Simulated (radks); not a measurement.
Initial-state core-level shifts of the lanthanum ion La+ when its valence configuration changes from [Xe] 5d2. All-electron calculation, scalar-relativistic Kohn-Sham, r2SCAN, spin-polarised, spherical densities, finite nucleus; open shells are filled with parallel spins first (spin-orbit coupling, left out, can overturn this in heavy ions); meta-GGA in the generalised Kohn-Sham scheme; Fermi nuclear charge, rms radius 4.855 fm. Program: a radial shooting solver on a logarithmic mesh with Libxc functionals. Shifts are changes of the shell-averaged eigenvalues in eV (positive: less bound); the change of the density at the nucleus, which sets a Mossbauer isomer shift, is in e/bohr^3, on a base of 3.646e+05.

[
 {"valence": "5d1.5 6p0.5", "4p": "-1.704", "4d": "-1.705", "5s": "-1.650", "5p": "-1.549", "density at nucleus": "+1.62"},
 {"valence": "5d1 6s1", "4p": "-2.319", "4d": "-2.324", "5s": "-2.207", "5p": "-2.024", "density at nucleus": "+24.01"},
 {"valence": "6s2", "4p": "-4.877", "4d": "-4.883", "5s": "-4.584", "5p": "-4.185", "density at nucleus": "+49.17"},
 {"valence": "4f1 5d1", "4p": "+6.512", "4d": "+6.132", "5s": "+2.890", "5p": "+2.286", "density at nucleus": "-16.98"},
 {"valence": "5d1 6p1", "4p": "-3.392", "4d": "-3.393", "5s": "-3.263", "5p": "-3.050", "density at nucleus": "+3.52"},
 {"valence": "5d1.5 6s0.5", "4p": "-1.161", "4d": "-1.164", "5s": "-1.111", "5p": "-1.023", "density at nucleus": "+11.77"},
 {"valence": "4f1 6p1", "4p": "+3.765", "4d": "+3.355", "5s": "-0.010", "5p": "-0.439", "density at nucleus": "-14.88"},
 {"valence": "4f2", "4p": "+9.113", "4d": "+8.540", "5s": "+3.631", "5p": "+2.738", "density at nucleus": "-24.93"}
]
